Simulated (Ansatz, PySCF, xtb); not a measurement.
Dissociation curve of LiNa, singlet.

- UMP2/6-31G* = unrestricted MP2 (frozen core)/6-31G*, spherical d in PySCF
- GFN1-xTB (xtb)
- RKS-B3LYP/6-31G* = restricted B3LYP/6-31G*, spherical d run with PySCF
- FCI = full CI/aug-cc-pVDZ, frozen core in Ansatz (a first-principles code)

Energies relative to the lowest point of each curve near equilibrium, in kcal/mol; the last columns give the difference from FCI:

```json
[
 {"R / Å": "2.31", "UMP2/6-31G*": "8.4", "GFN1-xTB": "2.8", "RKS-B3LYP/6-31G*": "7.0", "FCI": "8.9", "UMP2/6-31G* − FCI": "-0.5", "GFN1-xTB − FCI": "-6.2", "RKS-B3LYP/6-31G* − FCI": "-2.0"},
 {"R / Å": "2.49", "UMP2/6-31G*": "3.5", "GFN1-xTB": "0.1", "RKS-B3LYP/6-31G*": "2.9", "FCI": "4.2", "UMP2/6-31G* − FCI": "-0.7", "GFN1-xTB − FCI": "-4.0", "RKS-B3LYP/6-31G* − FCI": "-1.3"},
 {"R / Å": "2.62", "UMP2/6-31G*": "1.3", "GFN1-xTB": "0.0", "RKS-B3LYP/6-31G*": "1.2", "FCI": "2.0", "UMP2/6-31G* − FCI": "-0.7", "GFN1-xTB − FCI": "-2.0", "RKS-B3LYP/6-31G* − FCI": "-0.8"},
 {"R / Å": "2.73", "UMP2/6-31G*": "0.5", "GFN1-xTB": "0.6", "RKS-B3LYP/6-31G*": "0.4", "FCI": "0.9", "UMP2/6-31G* − FCI": "-0.4", "GFN1-xTB − FCI": "-0.3", "RKS-B3LYP/6-31G* − FCI": "-0.5"},
 {"R / Å": "2.81", "UMP2/6-31G*": "0.1", "GFN1-xTB": "1.3", "RKS-B3LYP/6-31G*": "0.1", "FCI": "0.4", "UMP2/6-31G* − FCI": "-0.2", "GFN1-xTB − FCI": "0.9", "RKS-B3LYP/6-31G* − FCI": "-0.3"},
 {"R / Å": "2.93", "UMP2/6-31G*": "0.0", "GFN1-xTB": "2.6", "RKS-B3LYP/6-31G*": "0.0", "FCI": "0.0", "UMP2/6-31G* − FCI": "0.0", "GFN1-xTB − FCI": "2.6", "RKS-B3LYP/6-31G* − FCI": "0.0"},
 {"R / Å": "3.04", "UMP2/6-31G*": "0.2", "GFN1-xTB": "4.0", "RKS-B3LYP/6-31G*": "0.3", "FCI": "0.0", "UMP2/6-31G* − FCI": "0.1", "GFN1-xTB − FCI": "4.0", "RKS-B3LYP/6-31G* − FCI": "0.2"},
 {"R / Å": "3.08", "UMP2/6-31G*": "0.3", "GFN1-xTB": "4.6", "RKS-B3LYP/6-31G*": "0.5", "FCI": "0.1", "UMP2/6-31G* − FCI": "0.2", "GFN1-xTB − FCI": "4.5", "RKS-B3LYP/6-31G* − FCI": "0.3"},
 {"R / Å": "3.22", "UMP2/6-31G*": "0.9", "GFN1-xTB": "6.7", "RKS-B3LYP/6-31G*": "1.3", "FCI": "0.7", "UMP2/6-31G* − FCI": "0.2", "GFN1-xTB − FCI": "6.0", "RKS-B3LYP/6-31G* − FCI": "0.6"},
 {"R / Å": "3.36", "UMP2/6-31G*": "1.7", "GFN1-xTB": "9.0", "RKS-B3LYP/6-31G*": "2.4", "FCI": "1.6", "UMP2/6-31G* − FCI": "0.1", "GFN1-xTB − FCI": "7.4", "RKS-B3LYP/6-31G* − FCI": "0.8"},
 {"R / Å": "3.64", "UMP2/6-31G*": "3.3", "GFN1-xTB": "13.7", "RKS-B3LYP/6-31G*": "5.1", "FCI": "3.9", "UMP2/6-31G* − FCI": "-0.5", "GFN1-xTB − FCI": "9.8", "RKS-B3LYP/6-31G* − FCI": "1.3"},
 {"R / Å": "3.87", "UMP2/6-31G*": "4.6", "GFN1-xTB": "18.3", "RKS-B3LYP/6-31G*": "7.6", "FCI": "6.0", "UMP2/6-31G* − FCI": "-1.4", "GFN1-xTB − FCI": "12.3", "RKS-B3LYP/6-31G* − FCI": "1.6"},
 {"R / Å": "4.43", "UMP2/6-31G*": "7.0", "GFN1-xTB": "31.4", "RKS-B3LYP/6-31G*": "13.7", "FCI": "11.0", "UMP2/6-31G* − FCI": "-4.0", "GFN1-xTB − FCI": "20.4", "RKS-B3LYP/6-31G* − FCI": "2.6"},
 {"R / Å": "4.92", "UMP2/6-31G*": "8.2", "GFN1-xTB": "44.2", "RKS-B3LYP/6-31G*": "18.3", "FCI": "14.3", "UMP2/6-31G* − FCI": "-6.1", "GFN1-xTB − FCI": "29.9", "RKS-B3LYP/6-31G* − FCI": "4.0"},
 {"R / Å": "5.39", "UMP2/6-31G*": "8.8", "GFN1-xTB": "56.8", "RKS-B3LYP/6-31G*": "22.0", "FCI": "16.3", "UMP2/6-31G* − FCI": "-7.5", "GFN1-xTB − FCI": "40.6", "RKS-B3LYP/6-31G* − FCI": "5.7"},
 {"R / Å": "5.93", "UMP2/6-31G*": "9.1", "GFN1-xTB": "71.0", "RKS-B3LYP/6-31G*": "25.3", "FCI": "17.5", "UMP2/6-31G* − FCI": "-8.4", "GFN1-xTB − FCI": "53.5", "RKS-B3LYP/6-31G* − FCI": "7.8"},
 {"R / Å": "6.33", "UMP2/6-31G*": "9.2", "GFN1-xTB": "80.5", "RKS-B3LYP/6-31G*": "27.2", "FCI": "18.0", "UMP2/6-31G* − FCI": "-8.8", "GFN1-xTB − FCI": "62.5", "RKS-B3LYP/6-31G* − FCI": "9.2"},
 {"R / Å": "7.19", "UMP2/6-31G*": "9.4", "GFN1-xTB": "96.4", "RKS-B3LYP/6-31G*": "30.1", "FCI": "18.6", "UMP2/6-31G* − FCI": "-9.2", "GFN1-xTB − FCI": "77.8", "RKS-B3LYP/6-31G* − FCI": "11.6"},
 {"R / Å": "7.91", "UMP2/6-31G*": "9.4", "GFN1-xTB": "104.1", "RKS-B3LYP/6-31G*": "31.7", "FCI": "18.7", "UMP2/6-31G* − FCI": "-9.3", "GFN1-xTB − FCI": "85.4", "RKS-B3LYP/6-31G* − FCI": "13.0"},
 {"R / Å": "8.90", "UMP2/6-31G*": "9.5", "GFN1-xTB": "—", "RKS-B3LYP/6-31G*": "33.0", "FCI": "18.8", "UMP2/6-31G* − FCI": "-9.3", "GFN1-xTB − FCI": "—", "RKS-B3LYP/6-31G* − FCI": "14.2"}
]
```

UMP2/6-31G* is furthest from FCI at 8.90 (-9.3 kcal/mol, below); its mean absolute difference over the points is 3.4 kcal/mol.

GFN1-xTB is furthest from FCI at 7.91 (85.4 kcal/mol, above); its mean absolute difference over the points is 22.6 kcal/mol.

RKS-B3LYP/6-31G* is furthest from FCI at 8.90 (14.2 kcal/mol, above); its mean absolute difference over the points is 3.9 kcal/mol.

Dashes: no converged value, or the column stops at the first point that the program doubted or that broke a chosen test of continuity, which isn't proof of a fault.

The unrestricted determinant behind UMP2/6-31G* is spin-contaminated at 2.31 to 8.90 Å (<S²> up to 1.0, against 0.00 for a pure singlet). The restricted form behind RKS-B3LYP/6-31G* keeps the bonding electrons paired and can't separate into open-shell fragments.
